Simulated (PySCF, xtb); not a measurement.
C₃H₅, SMILES C=[C]C, multiplicity 2.

Harmonic wavenumbers (cm⁻¹) from GFN2-xTB in xtb at its own minimum, in rising order: 112, 275, 441, 850, 906, 963, 1030, 1083, 1370, 1385, 1442, 1454, 1813, 2831, 2872, 2989, 2998, 3044.

What does PySCF with B3LYP-D3(BJ)/def2-TZVP give at its own minimum? (The exact figures need the calculation; the answer reports its results.)

186, 316, 480, 889, 902, 939, 1053, 1104, 1393, 1422, 1454, 1472, 1748, 2965, 3030, 3053, 3078, 3152. Paired by order, the mean absolute difference is 53 cm⁻¹ and the zero-point energies are 39.8 and 40.9 kcal/mol.
